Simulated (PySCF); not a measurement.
**Assignment exercise: C$_{8}$H$_{10}$**

Geometry (Å), atoms numbered from 1 in this order:
```xyz
18

C    -2.3883   -0.4630   -0.6437
C    -1.6556    0.1395    0.5567
C    -0.1724    0.1464    0.3165
C     0.6074   -0.9455    0.6753
C     1.9665   -0.9585    0.4174
C     2.5650    0.1226   -0.2061
C     1.7967    1.2149   -0.5708
C     0.4378    1.2246   -0.3115
H    -3.4623   -0.4687   -0.4714
H    -2.1832    0.1159   -1.5416
H    -2.0578   -1.4852   -0.8142
H    -1.8842   -0.4473    1.4489
H    -2.0099    1.1598    0.7186
H     0.1446   -1.7915    1.1641
H     2.5606   -1.8143    0.7038
H     3.6265    0.1143   -0.4058
H     2.2581    2.0614   -1.0588
H    -0.1582    2.0808   -0.5959
```

Theoretical values (PySCF): NMR shieldings at PBE0/pcSseg-1/GIAO, geometry: GFN2-xTB. Rapidly exchanging positions averaged, one computed conformer, relativity neglected, no solvent.

References, each an isolated molecule treated in the same way: TMS for 13C, 1H.

(1) Assign these signals to the numbered atoms. 13C{1H} NMR (computed): δ 151.4, 134.2, 133.3, 131.0, 35.3, 22.6.

(2) Assign these signals to the numbered atoms. 1H NMR (300 MHz, computed): δ 7.60 (m, 2H), 7.49 (m, 2H), 7.48 (m, 1H), 2.65 (q, 2H), 1.20 (t, 3H).

Answers

(1) 
151.4 → C3, substituted aromatic carbon
134.2 → C5/C7, aromatic CH: the aromatic region
133.3 → C4/C8, aromatic CH
131.0 → C6, aromatic CH
35.3 → C2, sp3 CH2 on an aromatic ring: saturated and bonded to C and H only
22.6 → C1, methyl carbon: aliphatic region, no heteroatom directly attached

C5/C7 and C4/C8 lie closer than the usual error of such a calculation, so a measured spectrum could show them in the other order.

(2) 
| δ (ppm) | atoms | environment | reason |
| --- | --- | --- | --- |
| 7.60 | H15/H17 | hydrogen on an aromatic CH | aromatic region |
| 7.49 | H14/H18 | hydrogen on an aromatic CH | – |
| 7.48 | H16 | hydrogen on an aromatic CH | – |
| 2.65 | H12/H13 | hydrogen on an sp3 CH2 on an aromatic ring | benzylic-type position, deshielded by the ring |
| 1.20 | H9/H10/H11 | hydrogen on a methyl carbon | – |

H15/H17 and H14/H18; H14/H18 and H16 lie closer than the usual error of such a calculation, so a measured spectrum could show them in the other order.

Shifts are as computed. Against solution values, carbons near 30 ppm lie about +3 ppm off and those near 130 ppm about +5 ppm. Of 246 compounds with measured shifts, 49 miss one by over three times the rms of a fit or turn the order of signals round; such compounds aren't used in these exercises. Multiplicities follow the n + 1 count of equivalent neighbours, as no J values were calculated; m marks all less simple cases, F and P coupling included.
